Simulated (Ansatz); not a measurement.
Geometry optimisation, Ansatz 0.2.0, DFT r2SCAN-D3(BJ), scalar-relativistic, plane waves, PAW.

input.yaml

```yaml
accuracy: low
crystal:
  lattice:
    - [7.61856, 0.0, 0.0]
    - [0.0, 7.61856, 0.0]
    - [0.0, 0.0, 7.61856]
  atoms:
    - { symbol: C, position: [0.8865966, 0.0110183, 0.0028096] }
    - { symbol: O, position: [1.0520205, -0.0578099, 0.0555512] }
    - { symbol: H, position: [0.7897202, -0.0896611, 0.0333197] }
    - { symbol: H, position: [1.1400428, 0.0303501, 0.0292744] }
    - { symbol: H, position: [0.8519992, 0.1309654, 0.0744958] }
    - { symbol: H, position: [0.8813085, 0.0382313, -0.1384515] }
    - { symbol: C, position: [0.8911393, 0.1952021, 0.5233128] }
    - { symbol: O, position: [1.0422829, 0.2313312, 0.6269198] }
    - { symbol: H, position: [0.8025314, 0.1199073, 0.6065689] }
    - { symbol: H, position: [1.1227901, 0.2984704, 0.5546599] }
    - { symbol: H, position: [0.8236159, 0.3152723, 0.4815162] }
    - { symbol: H, position: [0.9223078, 0.1165558, 0.4068376] }
    - { symbol: C, position: [0.4886288, 0.5739965, 0.8266184] }
    - { symbol: O, position: [0.487918, 0.4089161, 0.9139802] }
    - { symbol: H, position: [0.3517427, 0.6061013, 0.8004703] }
    - { symbol: H, position: [0.6090622, 0.378226, 0.9383271] }
    - { symbol: H, position: [0.545389, 0.6784752, 0.9077706] }
    - { symbol: H, position: [0.5591926, 0.5691174, 0.7012384] }
    - { symbol: C, position: [0.8281152, 0.6204163, 0.3849049] }
    - { symbol: O, position: [0.6872651, 0.6141264, 0.2624068] }
    - { symbol: H, position: [0.7705088, 0.596044, 0.5135118] }
    - { symbol: H, position: [0.7363099, 0.6356109, 0.1468923] }
    - { symbol: H, position: [0.9272861, 0.5192536, 0.3593226] }
    - { symbol: H, position: [0.8926406, 0.7490773, 0.3873577] }
    - { symbol: C, position: [0.3794023, 0.4572072, 0.3137653] }
    - { symbol: O, position: [0.3677372, 0.2709473, 0.321199] }
    - { symbol: H, position: [0.2449688, 0.5059244, 0.3163154] }
    - { symbol: H, position: [0.4865598, 0.2252621, 0.3190445] }
    - { symbol: H, position: [0.4500415, 0.5120378, 0.4265789] }
    - { symbol: H, position: [0.4423981, 0.5031849, 0.1927661] }
    - { symbol: C, position: [0.0759682, 0.5228094, 0.9380751] }
    - { symbol: O, position: [0.0763594, 0.3360426, 0.9366283] }
    - { symbol: H, position: [-0.0613719, 0.5625873, 0.9408415] }
    - { symbol: H, position: [0.1979207, 0.2982624, 0.9341598] }
    - { symbol: H, position: [0.1415048, 0.5766492, 1.0543912] }
    - { symbol: H, position: [0.1373127, 0.5784536, 0.8203306] }
basis:
  ecutwfc: 500.0
kpoints:
  mp_grid: { grid: [1, 1, 1] }
hamiltonian:
  xc: r2scan
  dispersion: d3bj
scf:
  occupations: { method: fermi_dirac, width: 0.02 }
  lower_state_search: "off"
relax:
  f_tol: 0.3
  max_steps: 15
  adjacent_minimum: "off"
```

Launched with:

```bash
$ ansatz run input.yaml --threads 1 --pin off --max-ram 3072MiB --backend cpu --events-out ev --progress --plain --runs-dir out
```

Question: Where does it end, and by what steps?

Answer: It converged. The threshold is loose, so the end isn't yet a minimum. The force dipped under the threshold on the way, but the program's further checks kept it going. Limits of this set-up: coarse k mesh, low accuracy level. After 12 steps the energy has fallen by 1.730 eV; H28 moved furthest, 1.65 Å.

```json
{"step": "0", "energy less start (eV)": "0.0000", "largest force component (eV/Å)": "1.018", "accepted": "yes"}
{"step": "1", "energy less start (eV)": "-0.5004", "largest force component (eV/Å)": "0.854", "accepted": "yes"}
{"step": "2", "energy less start (eV)": "-0.7449", "largest force component (eV/Å)": "1.290", "accepted": "yes"}
{"step": "3", "energy less start (eV)": "-0.9740", "largest force component (eV/Å)": "0.578", "accepted": "yes"}
{"step": "4", "energy less start (eV)": "-1.1199", "largest force component (eV/Å)": "1.035", "accepted": "yes"}
{"step": "5", "energy less start (eV)": "-1.2455", "largest force component (eV/Å)": "0.647", "accepted": "yes"}
{"step": "6", "energy less start (eV)": "-1.3624", "largest force component (eV/Å)": "0.407", "accepted": "yes"}
{"step": "7", "energy less start (eV)": "-1.4562", "largest force component (eV/Å)": "0.250", "accepted": "yes"}
{"step": "8", "energy less start (eV)": "-1.5366", "largest force component (eV/Å)": "0.343", "accepted": "yes"}
{"step": "9", "energy less start (eV)": "-1.6069", "largest force component (eV/Å)": "0.315", "accepted": "yes"}
{"step": "10", "energy less start (eV)": "-1.6646", "largest force component (eV/Å)": "0.257", "accepted": "yes"}
{"step": "11", "energy less start (eV)": "-1.7028", "largest force component (eV/Å)": "0.236", "accepted": "yes"}
{"step": "12", "energy less start (eV)": "-1.7302", "largest force component (eV/Å)": "0.230", "accepted": "yes"}
```

```xyz
36
Lattice="7.6186 0.0000 0.0000 0.0000 7.6186 0.0000 0.0000 0.0000 7.6186" Properties=species:S:1:pos:R:3
C 6.220 0.461 -0.354
O 7.383 -0.198 0.133
H 5.507 -0.305 -0.663
H 8.063 0.494 0.240
H 5.745 1.059 0.437
H 6.458 1.102 -1.208
C 6.650 1.371 3.376
O 7.453 2.048 4.324
H 5.907 0.773 3.913
H 8.377 2.060 4.021
H 6.119 2.080 2.729
H 7.230 0.699 2.739
C 3.857 4.252 6.373
O 3.942 2.988 7.039
H 2.915 4.256 5.828
H 4.740 3.006 7.580
H 3.872 5.078 7.089
H 4.684 4.374 5.667
C 6.654 4.972 2.616
O 6.002 5.335 1.409
H 5.903 4.627 3.326
H 6.583 5.969 0.956
H 7.367 4.154 2.464
H 7.186 5.816 3.064
C 2.945 3.457 2.852
O 2.563 2.319 3.639
H 2.022 3.916 2.498
H 3.350 1.927 4.030
H 3.498 4.189 3.449
H 3.542 3.164 1.977
C 0.552 3.284 7.446
O 1.313 2.153 7.866
H -0.426 3.221 7.923
H 2.228 2.287 7.567
H 1.015 4.222 7.772
H 0.412 3.297 6.361
```

Whether the end is a true minimum wasn't checked by a vibrational analysis.

Time of the run: 4.5 min on 1 thread of Arm Neoverse V2 (shared host), peak memory 0.83 GiB.
